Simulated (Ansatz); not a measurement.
The molecule CdIn, multiplicity 2 (lowest of 2S+1 = 2, 4 at PBE0/def2-TZVPP; our sources give no spin for the ground state, which may be another). No spin–orbit coupling.

Constants: fifth-degree fit in 1/R to seven points, most abundant isotopes. Runs in def2 and cc sets follow the lowest solution found near the PBE0 minimum.

Codes used: Ansatz (a first-principles code) with Gaussian orbitals. Each number belongs to the level named beside it. In def2 rows elements past Kr take small-core potentials, without spin–orbit coupling.

Energies at CAM-B3LYP/def2-TZVPP:

```tsv
R (Å)	E (hartree)
2.819529	-357.84725056
2.895323	-357.84850051
2.965053	-357.84920004
3.043879	-357.84960932
3.122704	-357.84972727
3.213657	-357.84961698
3.319768	-357.84927968
```

**Question.** With a reduced mass of 57.2007 u, find the minimum, the force constant and the constants.

**Answer.** A fifth-degree polynomial in 1/R puts the minimum at r_e = 3.1244 Å with force constant 13.9 N/m. Then ω_e = (1/2πc)√(k/μ) = 64 cm⁻¹ and B_e = h/(8π²cμr_e²) = 0.03019 cm⁻¹; the cubic and quartic terms give α_e = 0.00035 and ω_e x_e = 0.78 cm⁻¹.
